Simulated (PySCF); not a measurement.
# Al⁺: excitation energy

Al⁺ [Ne] 3s2 (1S) → Al⁺ [Ne] 3s1 3d1 (3D), as a difference of total energies. Computed with PySCF 2.14 in aug-cc-pVTZ-DK, with the spin-free X2C one-electron Hamiltonian (Gaussian nucleus). Correlated levels: valence: [Ne] frozen. The calculations carry no spin-orbit coupling.

| method | excitation energy (eV) |
| --- | --- |
| UHF | 10.917 |
| MP2 (valence) | 11.553 |
| SCS-MP2 (valence) | 11.784 |
| CCSD (valence) | 11.781 |

Question: How much does correlation contribute at MP2 (valence)?

Answer: 11.553 − (10.917) = 0.636 eV, measured against UHF.

Errors of the correlated levels include the incompleteness of this basis and the frozen core.

With two correlated electrons CCSD is exact in that space.

For comparison: 11.847 eV (measured; NIST levels, between the centres of gravity of the two terms).
